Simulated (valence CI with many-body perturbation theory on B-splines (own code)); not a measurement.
Ba LII: calculated level list

Level of theory: valence CI with perturbative core correlation (CI+MBPT): three valence electrons over a frozen Dirac-Fock core [He], radial functions for each j: 11 s, 11 p, 9 d, 7 f, 5 g, 2 h, 1 i, with the one-electron correlation potential Σ1, the two-electron term Σ2, the three-electron term Σ3, Breit, model QED; selected CI, second order for the rest (own B-spline code, finite nucleus).

No measured spectrum was set against this ion. As an estimate, large intervals hold to a few tenths of a per cent, small ones and those within an open d or f shell to about a per cent.

Levels 46 to 90 of 102, with energies above the lowest level, (2s^2 2p1/2) J=1/2. "Leading %" is the weight of the configuration and term that name the level; weights of strongly mixed levels are sums over their largest components and can fall short. In the jj column 3d3/2^4 stands for four electrons in 3d with j = 3/2.

| No. | Configuration | Term | J | E (eV) | Leading % | Leading jj | g |
| --- | --- | --- | --- | --- | --- | --- | --- |
| 46 | 2s 2p 3p | 4P | 3/2 | 6225.0 | 47 | 2s 2p3/2 3p1/2 (100 %) | 1.633 |
| 47 | 2s 2p 3p | 2D | 5/2 | 6227.6 | 43 | 2s 2p3/2 3p1/2 (99 %) | 1.327 |
| 48 | 2s 2p 3s | 2P° | 1/2 | 6231.3 | 91 | 2s 2p3/2 3s (99 %) | 0.809 |
| 49 | 2s 2p 3s | 2P° | 3/2 | 6235.1 | 84 | 2s 2p3/2 3s (98 %) | 1.378 |
| 50 | 2s 2p 3p | 2P | 1/2 | 6290.5 | 53 | 2s 2p3/2 3p1/2 (97 %) | 1.213 |
| 51 | 2s 2p 3p | 2D | 3/2 | 6292.0 | 62 | 2s 2p3/2 3p1/2 (97 %) | 0.971 |
| 52 | 2s 2p 3p | 4D | 7/2 | 6334.7 | 100 | 2s 2p3/2 3p3/2 (100 %) | 1.413 |
| 53 | 2s 2p 3p | 2P | 3/2 | 6335.0 | 35 | 2s 2p3/2 3p3/2 (73 %) | 1.495 |
| 54 | 2p2 3s | 2P | 1/2 | 6344.2 | 33 | 2s 2p3/2 3p3/2 (52 %) | 1.371 |
| 55 | 2s 2p 3p | 4P | 5/2 | 6347.7 | 31 | 2s 2p3/2 3p3/2 (68 %) | 1.360 |
| 56 | 2p2 3s | 4P | 3/2 | 6355.2 | 73 | 2p1/2 2p3/2 3s (80 %) | 1.613 |
| 57 | 2p2 3s | 2D | 5/2 | 6373.5 | 38 | 2p1/2 2p3/2 3s (61 %) | 1.362 |
| 58 | 2p2 3s | 2D | 3/2 | 6375.0 | 55 | 2p1/2 2p3/2 3s (88 %) | 1.032 |
| 59 | 2p2 3s | 2P | 1/2 | 6375.7 | 33 | 2p1/2 2p3/2 3s (50 %) | 1.359 |
| 60 | 2s 2p 3d | 4P° | 1/2 | 6385.2 | 46 | 2s 2p3/2 3d3/2 (55 %) | 2.010 |
| 61 | 2s 2p 3d | 4D° | 5/2 | 6385.6 | 43 | 2s 2p3/2 3d3/2 (92 %) | 1.222 |
| 62 | 2s 2p 3d | 4D° | 3/2 | 6385.8 | 31 | 2s 2p3/2 3d3/2 (73 %) | 1.281 |
| 63 | 2s 2p 3d | 4F° | 7/2 | 6392.6 | 48 | 2s 2p3/2 3d3/2 (87 %) | 1.253 |
| 64 | 2s 2p 3d | 4P° | 1/2 | 6404.6 | 39 | 2p1/2 2p3/2 3p1/2 (55 %) | 1.964 |
| 65 | 2p2 3p | 4D° | 3/2 | 6406.7 | 40 | 2p1/2 2p3/2 3p1/2 (72 %) | 1.214 |
| 66 | 2s 2p 3d | 4F° | 9/2 | 6408.7 | 100 | 2s 2p3/2 3d5/2 (100 %) | 1.319 |
| 67 | 2s 2p 3p | 2D | 5/2 | 6409.9 | 70 | 2s 2p3/2 3p3/2 (91 %) | 1.252 |
| 68 | 2p2 3p | 2F° | 5/2 | 6413.9 | 44 | 2p1/2 2p3/2 3p1/2 (90 %) | 1.077 |
| 69 | 2s 2p 3p | 2P | 3/2 | 6421.8 | 57 | 2s 2p3/2 3p3/2 (94 %) | 1.214 |
| 70 | 2s 2p 3p | 2S | 1/2 | 6423.5 | 62 | 2s 2p3/2 3p3/2 (98 %) | 1.727 |
| 71 | 2s 2p 3d | 2D° | 5/2 | 6427.2 | 44 | 2s 2p3/2 3d5/2 (99 %) | 1.309 |
| 72 | 2s 2p 3d | 2D° | 3/2 | 6430.2 | 47 | 2s 2p3/2 3d5/2 (79 %) | 1.103 |
| 73 | 2s 2p 3d | 2F° | 7/2 | 6436.4 | 63 | 2s 2p3/2 3d5/2 (86 %) | 1.233 |
| 74 | 2p2 3p | 2P° | 3/2 | 6442.6 | 41 | 2p1/2 2p3/2 3p1/2 (98 %) | 1.328 |
| 75 | 2s 2p 3d | 2P° | 1/2 | 6449.8 | 72 | 2s 2p3/2 3d5/2 (89 %) | 0.703 |
| 76 | 2s 2p 3d | 2F° | 5/2 | 6459.8 | 67 | 2s 2p3/2 3d3/2 (95 %) | 0.939 |
| 77 | 2s 2p 3d | 2D° | 3/2 | 6463.5 | 62 | 2s 2p3/2 3d3/2 (80 %) | 0.949 |
| 78 | 2s 2p 3d | 2P° | 1/2 | 6467.4 | 90 | 2s 2p3/2 3d3/2 (90 %) | 0.618 |
| 79 | 2s 2p 3d | 2F° | 7/2 | 6483.9 | 76 | 2s 2p3/2 3d5/2 (96 %) | 1.175 |
| 80 | 2s 2p 3d | 2D° | 5/2 | 6496.8 | 64 | 2s 2p3/2 3d5/2 (96 %) | 1.142 |
| 81 | 2s 2p 3d | 2P° | 3/2 | 6499.2 | 76 | 2s 2p3/2 3d5/2 (98 %) | 1.282 |
| 82 | 2p2 3p | 4D° | 5/2 | 6522.1 | 52 | 2p1/2 2p3/2 3p3/2 (98 %) | 1.412 |
| 83 | 2p2 3p | 2P° | 1/2 | 6526.5 | 35 | 2p1/2 2p3/2 3p3/2 (99 %) | 1.609 |
| 84 | 2p2 3p | 2D° | 3/2 | 6532.0 | 52 | 2p1/2 2p3/2 3p3/2 (98 %) | 1.162 |
| 85 | 2p2 3p | 2F° | 7/2 | 6538.7 | 60 | 2p1/2 2p3/2 3p3/2 (97 %) | 1.232 |
| 86 | 2p2 3p | 2P° | 3/2 | 6549.1 | 37 | 2p1/2 2p3/2 3p3/2 (99 %) | 1.398 |
| 87 | 2p2 3p | 2D° | 5/2 | 6558.4 | 61 | 2p1/2 2p3/2 3p3/2 (98 %) | 1.181 |
| 88 | 2p2 3d | 4F | 3/2 | 6564.7 | 43 | 2p1/2 2p3/2 3d3/2 (99 %) | 0.927 |
| 89 | 2p2 3d | 4F | 5/2 | 6566.1 | 54 | 2p1/2 2p3/2 3d3/2 (98 %) | 0.964 |
| 90 | 2p2 3d | 4D | 1/2 | 6568.7 | 80 | 2p1/2 2p3/2 3d3/2 (100 %) | 0.231 |
